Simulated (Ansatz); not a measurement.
Molecular dynamics of C2H2FSi

The input (input.yaml):

```yaml
crystal:
  periodic: [false, false, false]
  atoms:
    - { symbol: C, position_ang: [0.913365, -1.813599, 1.54579] }
    - { symbol: Si, position_ang: [0.216643, -1.329293, 0.085089] }
    - { symbol: C, position_ang: [-0.180863, 0.518759, -0.317819] }
    - { symbol: F, position_ang: [-1.267032, 0.606896, -1.141279] }
    - { symbol: H, position_ang: [0.695488, 0.977702, -0.80562] }
    - { symbol: H, position_ang: [-0.3776, 1.039534, 0.633848] }
magnetization:
  spin_polarized: true
  initial_magnetization: 1
basis:
  gaussian: { orbitals: def2-SVP }
hamiltonian:
  xc: pbe0
md:
  timestep: 1.0
  n_steps: 266
  ensemble: nvt_langevin
  temperature: 300.0
  initial_velocities: maxwell_boltzmann
  seed: 730803
  friction: 0.005
  temperature_schedule:
    - { n_steps: 66, end_temperature: 300.0 }
    - { n_steps: 200, end_temperature: 900.0 }
```

Run as:

```bash
$ ansatz run input.yaml --threads 2 --pin off --max-ram 3072MiB --backend cpu --events-out ev --progress --plain --runs-dir out
```

It starts from a relaxed structure.

Output, in part (one step line in 3, the closing report, with atoms numbered from 0):

```
md step     0: t =     0.00 fs  T =   250.0 K (target 300.0 K)  F+E_penalty+E_count = -12679.35045634 eV  E_kin = 0.193890 eV  (185 SCF iters)
md step     3: t =     3.00 fs  T =   188.7 K (target 300.0 K)  F+E_penalty+E_count = -12679.32226239 eV  E_kin = 0.146326 eV  (55 SCF iters)
md step     6: t =     6.00 fs  T =   142.3 K (target 300.0 K)  F+E_penalty+E_count = -12679.28622853 eV  E_kin = 0.110375 eV  (56 SCF iters)
md step     9: t =     9.00 fs  T =   113.9 K (target 300.0 K)  F+E_penalty+E_count = -12679.26983535 eV  E_kin = 0.088353 eV  (52 SCF iters)
md step    12: t =    12.00 fs  T =   105.0 K (target 300.0 K)  F+E_penalty+E_count = -12679.25917146 eV  E_kin = 0.081458 eV  (52 SCF iters)
md step    15: t =    15.00 fs  T =    97.3 K (target 300.0 K)  F+E_penalty+E_count = -12679.25098857 eV  E_kin = 0.075439 eV  (50 SCF iters)
md step    18: t =    18.00 fs  T =   145.8 K (target 300.0 K)  F+E_penalty+E_count = -12679.26703571 eV  E_kin = 0.113060 eV  (57 SCF iters)
md step    21: t =    21.00 fs  T =   192.5 K (target 300.0 K)  F+E_penalty+E_count = -12679.29657465 eV  E_kin = 0.149326 eV  (57 SCF iters)
md step    24: t =    24.00 fs  T =   186.7 K (target 300.0 K)  F+E_penalty+E_count = -12679.28411262 eV  E_kin = 0.144821 eV  (56 SCF iters)
md step    27: t =    27.00 fs  T =   154.7 K (target 300.0 K)  F+E_penalty+E_count = -12679.23656853 eV  E_kin = 0.119963 eV  (58 SCF iters)
md step    30: t =    30.00 fs  T =   108.0 K (target 300.0 K)  F+E_penalty+E_count = -12679.22162408 eV  E_kin = 0.083748 eV  (48 SCF iters)
md step    33: t =    33.00 fs  T =   170.8 K (target 300.0 K)  F+E_penalty+E_count = -12679.25176904 eV  E_kin = 0.132449 eV  (57 SCF iters)
md step    36: t =    36.00 fs  T =   162.1 K (target 300.0 K)  F+E_penalty+E_count = -12679.25480507 eV  E_kin = 0.125736 eV  (57 SCF iters)
md step    39: t =    39.00 fs  T =   175.1 K (target 300.0 K)  F+E_penalty+E_count = -12679.24147924 eV  E_kin = 0.135804 eV  (57 SCF iters)
md step    42: t =    42.00 fs  T =   236.3 K (target 300.0 K)  F+E_penalty+E_count = -12679.25926492 eV  E_kin = 0.183279 eV  (55 SCF iters)
md step    45: t =    45.00 fs  T =   256.7 K (target 300.0 K)  F+E_penalty+E_count = -12679.26555858 eV  E_kin = 0.199107 eV  (55 SCF iters)
md step    48: t =    48.00 fs  T =   258.2 K (target 300.0 K)  F+E_penalty+E_count = -12679.26152024 eV  E_kin = 0.200249 eV  (57 SCF iters)
md step    51: t =    51.00 fs  T =   237.4 K (target 300.0 K)  F+E_penalty+E_count = -12679.26728903 eV  E_kin = 0.184121 eV  (68 SCF iters)
md step    54: t =    54.00 fs  T =   247.2 K (target 300.0 K)  F+E_penalty+E_count = -12679.26467596 eV  E_kin = 0.191708 eV  (56 SCF iters)
md step    57: t =    57.00 fs  T =   240.1 K (target 300.0 K)  F+E_penalty+E_count = -12679.25883516 eV  E_kin = 0.186180 eV  (78 SCF iters)
md step    60: t =    60.00 fs  T =   190.7 K (target 300.0 K)  F+E_penalty+E_count = -12679.23689948 eV  E_kin = 0.147935 eV  (50 SCF iters)
md step    63: t =    63.00 fs  T =   220.3 K (target 300.0 K)  F+E_penalty+E_count = -12679.26432859 eV  E_kin = 0.170876 eV  (56 SCF iters)
md step    66: t =    66.00 fs  T =   223.1 K (target 300.0 K)  F+E_penalty+E_count = -12679.27068884 eV  E_kin = 0.173047 eV  (56 SCF iters)
md step    69: t =    69.00 fs  T =   282.9 K (target 307.5 K)  F+E_penalty+E_count = -12679.28637136 eV  E_kin = 0.219383 eV  (52 SCF iters)
md step    72: t =    72.00 fs  T =   278.3 K (target 316.5 K)  F+E_penalty+E_count = -12679.27317140 eV  E_kin = 0.215843 eV  (53 SCF iters)
md step    75: t =    75.00 fs  T =   251.9 K (target 325.5 K)  F+E_penalty+E_count = -12679.24345108 eV  E_kin = 0.195385 eV  (57 SCF iters)
md step    78: t =    78.00 fs  T =   256.6 K (target 334.5 K)  F+E_penalty+E_count = -12679.24004505 eV  E_kin = 0.199034 eV  (55 SCF iters)
md step    81: t =    81.00 fs  T =   208.6 K (target 343.5 K)  F+E_penalty+E_count = -12679.20454039 eV  E_kin = 0.161788 eV  (58 SCF iters)
md step    84: t =    84.00 fs  T =   226.3 K (target 352.5 K)  F+E_penalty+E_count = -12679.21785813 eV  E_kin = 0.175522 eV  (62 SCF iters)
md step    87: t =    87.00 fs  T =   206.7 K (target 361.5 K)  F+E_penalty+E_count = -12679.21805974 eV  E_kin = 0.160291 eV  (63 SCF iters)
md step    90: t =    90.00 fs  T =   209.6 K (target 370.5 K)  F+E_penalty+E_count = -12679.21869362 eV  E_kin = 0.162583 eV  (77 SCF iters)
md step    93: t =    93.00 fs  T =   166.9 K (target 379.5 K)  F+E_penalty+E_count = -12679.18866838 eV  E_kin = 0.129466 eV  (76 SCF iters)
md step    96: t =    96.00 fs  T =   138.2 K (target 388.5 K)  F+E_penalty+E_count = -12679.17764845 eV  E_kin = 0.107188 eV  (63 SCF iters)
md step    99: t =    99.00 fs  T =   235.4 K (target 397.5 K)  F+E_penalty+E_count = -12679.22081878 eV  E_kin = 0.182577 eV  (64 SCF iters)
md step   102: t =   102.00 fs  T =   208.3 K (target 406.5 K)  F+E_penalty+E_count = -12679.20765232 eV  E_kin = 0.161545 eV  (59 SCF iters)
md step   105: t =   105.00 fs  T =   192.1 K (target 415.5 K)  F+E_penalty+E_count = -12679.19303192 eV  E_kin = 0.148991 eV  (69 SCF iters)
md step   108: t =   108.00 fs  T =   196.0 K (target 424.5 K)  F+E_penalty+E_count = -12679.18551403 eV  E_kin = 0.151994 eV  (56 SCF iters)
md step   111: t =   111.00 fs  T =   311.1 K (target 433.5 K)  F+E_penalty+E_count = -12679.24524369 eV  E_kin = 0.241281 eV  (56 SCF iters)
md step   114: t =   114.00 fs  T =   372.0 K (target 442.5 K)  F+E_penalty+E_count = -12679.28764924 eV  E_kin = 0.288518 eV  (56 SCF iters)
md step   117: t =   117.00 fs  T =   303.6 K (target 451.5 K)  F+E_penalty+E_count = -12679.20793805 eV  E_kin = 0.235468 eV  (56 SCF iters)
md step   120: t =   120.00 fs  T =   327.2 K (target 460.5 K)  F+E_penalty+E_count = -12679.21719249 eV  E_kin = 0.253765 eV  (60 SCF iters)
md step   123: t =   123.00 fs  T =   322.1 K (target 469.5 K)  F+E_penalty+E_count = -12679.21997745 eV  E_kin = 0.249813 eV  (72 SCF iters)
md step   126: t =   126.00 fs  T =   362.0 K (target 478.5 K)  F+E_penalty+E_count = -12679.22348402 eV  E_kin = 0.280722 eV  (58 SCF iters)
md step   129: t =   129.00 fs  T =   304.5 K (target 487.5 K)  F+E_penalty+E_count = -12679.18445730 eV  E_kin = 0.236138 eV  (56 SCF iters)
md step   132: t =   132.00 fs  T =   312.2 K (target 496.5 K)  F+E_penalty+E_count = -12679.20000656 eV  E_kin = 0.242147 eV  (58 SCF iters)
md step   135: t =   135.00 fs  T =   352.1 K (target 505.5 K)  F+E_penalty+E_count = -12679.27418186 eV  E_kin = 0.273085 eV  (57 SCF iters)
md step   138: t =   138.00 fs  T =   303.2 K (target 514.5 K)  F+E_penalty+E_count = -12679.22341879 eV  E_kin = 0.235129 eV  (52 SCF iters)
md step   141: t =   141.00 fs  T =   288.5 K (target 523.5 K)  F+E_penalty+E_count = -12679.20539621 eV  E_kin = 0.223768 eV  (58 SCF iters)
md step   144: t =   144.00 fs  T =   153.8 K (target 532.5 K)  F+E_penalty+E_count = -12679.11329183 eV  E_kin = 0.119296 eV  (45 SCF iters)
md step   147: t =   147.00 fs  T =   296.4 K (target 541.5 K)  F+E_penalty+E_count = -12679.23214424 eV  E_kin = 0.229893 eV  (56 SCF iters)
md step   150: t =   150.00 fs  T =   203.6 K (target 550.5 K)  F+E_penalty+E_count = -12679.18443092 eV  E_kin = 0.157893 eV  (57 SCF iters)
md step   153: t =   153.00 fs  T =   272.5 K (target 559.5 K)  F+E_penalty+E_count = -12679.22048802 eV  E_kin = 0.211335 eV  (57 SCF iters)
md step   156: t =   156.00 fs  T =   232.6 K (target 568.5 K)  F+E_penalty+E_count = -12679.20205202 eV  E_kin = 0.180388 eV  (58 SCF iters)
md step   159: t =   159.00 fs  T =   288.1 K (target 577.5 K)  F+E_penalty+E_count = -12679.24941610 eV  E_kin = 0.223443 eV  (57 SCF iters)
md step   162: t =   162.00 fs  T =   296.9 K (target 586.5 K)  F+E_penalty+E_count = -12679.27156148 eV  E_kin = 0.230286 eV  (56 SCF iters)
md step   165: t =   165.00 fs  T =   234.4 K (target 595.5 K)  F+E_penalty+E_count = -12679.22765136 eV  E_kin = 0.181777 eV  (57 SCF iters)
md step   168: t =   168.00 fs  T =   381.7 K (target 604.5 K)  F+E_penalty+E_count = -12679.29352817 eV  E_kin = 0.296031 eV  (54 SCF iters)
md step   171: t =   171.00 fs  T =   332.3 K (target 613.5 K)  F+E_penalty+E_count = -12679.20994385 eV  E_kin = 0.257743 eV  (55 SCF iters)
md step   174: t =   174.00 fs  T =   381.7 K (target 622.5 K)  F+E_penalty+E_count = -12679.20844648 eV  E_kin = 0.296026 eV  (56 SCF iters)
md step   177: t =   177.00 fs  T =   313.5 K (target 631.5 K)  F+E_penalty+E_count = -12679.16196120 eV  E_kin = 0.243110 eV  (57 SCF iters)
md step   180: t =   180.00 fs  T =   391.9 K (target 640.5 K)  F+E_penalty+E_count = -12679.21538264 eV  E_kin = 0.303929 eV  (54 SCF iters)
md step   183: t =   183.00 fs  T =   351.1 K (target 649.5 K)  F+E_penalty+E_count = -12679.20795094 eV  E_kin = 0.272298 eV  (57 SCF iters)
md step   186: t =   186.00 fs  T =   294.5 K (target 658.5 K)  F+E_penalty+E_count = -12679.13537488 eV  E_kin = 0.228440 eV  (60 SCF iters)
md step   189: t =   189.00 fs  T =   367.5 K (target 667.5 K)  F+E_penalty+E_count = -12679.18696655 eV  E_kin = 0.284982 eV  (61 SCF iters)
md step   192: t =   192.00 fs  T =   318.7 K (target 676.5 K)  F+E_penalty+E_count = -12679.14472687 eV  E_kin = 0.247153 eV  (62 SCF iters)
md step   195: t =   195.00 fs  T =   388.8 K (target 685.5 K)  F+E_penalty+E_count = -12679.20918927 eV  E_kin = 0.301535 eV  (165 SCF iters)
md step   198: t =   198.00 fs  T =   224.1 K (target 694.5 K)  F+E_penalty+E_count = -12679.11291997 eV  E_kin = 0.173768 eV  (67 SCF iters)
md step   201: t =   201.00 fs  T =   326.7 K (target 703.5 K)  F+E_penalty+E_count = -12679.14267878 eV  E_kin = 0.253387 eV  (59 SCF iters)
md step   204: t =   204.00 fs  T =   377.4 K (target 712.5 K)  F+E_penalty+E_count = -12679.18427544 eV  E_kin = 0.292683 eV  (58 SCF iters)
md step   207: t =   207.00 fs  T =   394.3 K (target 721.5 K)  F+E_penalty+E_count = -12679.17755565 eV  E_kin = 0.305827 eV  (54 SCF iters)
md step   210: t =   210.00 fs  T =   384.9 K (target 730.5 K)  F+E_penalty+E_count = -12679.13825209 eV  E_kin = 0.298520 eV  (61 SCF iters)
md step   213: t =   213.00 fs  T =   317.1 K (target 739.5 K)  F+E_penalty+E_count = -12679.08278226 eV  E_kin = 0.245926 eV  (55 SCF iters)
md step   216: t =   216.00 fs  T =   384.9 K (target 748.5 K)  F+E_penalty+E_count = -12679.16544402 eV  E_kin = 0.298543 eV  (60 SCF iters)
md step   219: t =   219.00 fs  T =   379.6 K (target 757.5 K)  F+E_penalty+E_count = -12679.11132087 eV  E_kin = 0.294374 eV  (59 SCF iters)
md step   222: t =   222.00 fs  T =   357.3 K (target 766.5 K)  F+E_penalty+E_count = -12679.10524117 eV  E_kin = 0.277073 eV  (58 SCF iters)
md step   225: t =   225.00 fs  T =   331.4 K (target 775.5 K)  F+E_penalty+E_count = -12679.11227472 eV  E_kin = 0.257029 eV  (59 SCF iters)
md step   228: t =   228.00 fs  T =   369.9 K (target 784.5 K)  F+E_penalty+E_count = -12679.16556036 eV  E_kin = 0.286895 eV  (54 SCF iters)
md step   231: t =   231.00 fs  T =   461.8 K (target 793.5 K)  F+E_penalty+E_count = -12679.19870750 eV  E_kin = 0.358148 eV  (54 SCF iters)
md step   234: t =   234.00 fs  T =   405.1 K (target 802.5 K)  F+E_penalty+E_count = -12679.12036392 eV  E_kin = 0.314159 eV  (54 SCF iters)
md step   237: t =   237.00 fs  T =   405.7 K (target 811.5 K)  F+E_penalty+E_count = -12679.15570678 eV  E_kin = 0.314626 eV  (57 SCF iters)
md step   240: t =   240.00 fs  T =   393.2 K (target 820.5 K)  F+E_penalty+E_count = -12679.12914912 eV  E_kin = 0.304975 eV  (59 SCF iters)
md step   243: t =   243.00 fs  T =   565.2 K (target 829.5 K)  F+E_penalty+E_count = -12679.21480796 eV  E_kin = 0.438358 eV  (71 SCF iters)
md step   246: t =   246.00 fs  T =   328.9 K (target 838.5 K)  F+E_penalty+E_count = -12679.06503297 eV  E_kin = 0.255083 eV  (76 SCF iters)
md step   249: t =   249.00 fs  T =   309.2 K (target 847.5 K)  F+E_penalty+E_count = -12679.09352371 eV  E_kin = 0.239780 eV  (75 SCF iters)
md step   252: t =   252.00 fs  T =   392.3 K (target 856.5 K)  F+E_penalty+E_count = -12679.10992733 eV  E_kin = 0.304241 eV  (79 SCF iters)
md step   255: t =   255.00 fs  T =   533.7 K (target 865.5 K)  F+E_penalty+E_count = -12679.18911239 eV  E_kin = 0.413937 eV  (56 SCF iters)
md step   258: t =   258.00 fs  T =   571.9 K (target 874.5 K)  F+E_penalty+E_count = -12679.21023150 eV  E_kin = 0.443517 eV  (52 SCF iters)
md step   261: t =   261.00 fs  T =   399.3 K (target 883.5 K)  F+E_penalty+E_count = -12679.09351151 eV  E_kin = 0.309665 eV  (52 SCF iters)
md step   264: t =   264.00 fs  T =   469.6 K (target 892.5 K)  F+E_penalty+E_count = -12679.16951445 eV  E_kin = 0.364234 eV  (51 SCF iters)
md step   266: t =   266.00 fs  T =   390.7 K (target 898.5 K)  F+E_penalty+E_count = -12679.09750977 eV  E_kin = 0.303017 eV  (133 SCF iters)
Total energy: -12679.09752987 eV, -465.9482400219 hartree
Atom 0 at     0.955425    -0.222630     2.096436 Å, force     0.230329     0.077121     1.267671 eV/Å
Atom 1 at     0.610789    -0.176075     0.481917 Å, force    -0.549025     0.447247    -1.785862 eV/Å
Atom 2 at    -0.300957     1.200718    -0.594323 Å, force    -1.643494     0.211167     0.855401 eV/Å
Atom 3 at    -1.328611     0.557863    -1.339777 Å, force     1.086984     0.963833     1.216709 eV/Å
Atom 4 at     0.361244     1.661987    -1.327661 Å, force     0.420201     0.114341    -0.088959 eV/Å
Atom 5 at    -0.699967     2.058902     0.129329 Å, force     0.455006    -1.813708    -1.464959 eV/Å
Dipole moment:     0.098823     0.315634    -0.303695 e Å
```

All steps were run. The schedule's set-point averaged 700 K over the second half and the system 353 K, so it lags behind the ramp. A run of 0.27 ps of so small a system gives no equilibrium averages.

The same pairs are bonded in the first frame and the last. Pairs count as bonded within 1.25 times the sum of covalent radii (0.12 Å more for H–H).

Last frame:

```xyz
6
Properties=species:S:1:pos:R:3
C 0.955 -0.223 2.096
Si 0.611 -0.176 0.482
C -0.301 1.201 -0.594
F -1.329 0.558 -1.340
H 0.361 1.662 -1.328
H -0.700 2.059 0.129
```

Run time: 16 min on 2 threads of Arm Neoverse N1, with other jobs on the host, peak memory 0.17 GiB.
